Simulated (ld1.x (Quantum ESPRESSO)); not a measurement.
## Configuration tests for O (ultrasoft)

oxygen (O), ultrasoft, made with ld1.x (Quantum ESPRESSO) 7.5 (LDA (PZ), scalar-relativistic). Core [He], reference 2s2 2p4. Waves: 2s (bound): rcut 0.70, rcutus 0.85 bohr; 2s channel at -0.9 Ry: rcut 0.70, rcutus 0.85 bohr; 2p (bound): rcut 1.30, rcutus 1.60 bohr; 2p channel at 0.2 Ry: rcut 1.30, rcutus 1.60 bohr; 3d channel at 0.15 Ry: rc 1.85 bohr. Local part: the d channel. Core correction: none. Augmentation charge: built from norm-conserving waves at rcut, not smoothed further.

Energies are relative to the spin-unpolarised reference configuration 2s2 2p4; without spin polarisation the order of configurations can differ from experiment. Spin-polarised rows fill each open shell by Hund’s rule, majority spin first.

| valence configuration | charge | ΔE all-electron (eV) | error AE − PS (meV) |
| --- | --- | --- | --- |
| 2s2 2p3 | +1 | 16.584 | +12 |
| 2s2 2p0 | +4 | 181.211 | +1471 |
| 2s2 2p3.5 | +0.5 | 6.366 | +1.7 |
| 2s1 2p5 | 0 | 14.584 | +18 |
| 2s2 2p4.3 | -0.3 | -2.174 | +0.5 |
| 2s2 2p4 (spin-polarised) | 0 | -1.409 | +117 |
| 2s2 2p3 (spin-polarised) | +1 | 12.572 | +383 |

Question: What are ΔE and the potential's error for 2s2 2p2?

Answer: ΔE = 50.292 eV all-electron; the error (AE − PS) is +109 meV.

Question: What are ΔE and the potential's error for 2s2 2p1?

Answer: ΔE = 104.255 eV all-electron; the error (AE − PS) is +469 meV.

Levels in the configuration 2s2 2p3.5:

```json
{"level": "2s", "all-electron (eV)": "-31.156", "pseudo (eV)": "-31.160"}
{"level": "2p", "all-electron (eV)": "-16.431", "pseudo (eV)": "-16.420"}
```
